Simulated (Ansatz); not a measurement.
Ansatz results at the PBE0-D4/def2-TZVP geometry: HOMO–LUMO gap (PBE0/def2-TZVPP) 10.16 eV; HOMO–LUMO gap (PBE/def2-TZVPP) 7.78 eV; HOMO energy (ωB97M-V/def2-TZVPP) -11.42 eV.

Each molecule was computed in one conformer, which needn't be the lowest.

**Question.** Which molecule gave them?
A. `C[C@@H]1O[C@H]1F`
B. `FC1(F)OC1(F)F`
C. `FCOC(F)C(F)F`
D. `CC(C)CF`

**Answer.** D. The others give `FCOC(F)C(F)F`: 10.88, 8.12, -12.10; `C[C@@H]1O[C@H]1F`: 9.96, 7.53, -10.92; `FC1(F)OC1(F)F`: 11.82, 9.07, -12.28.
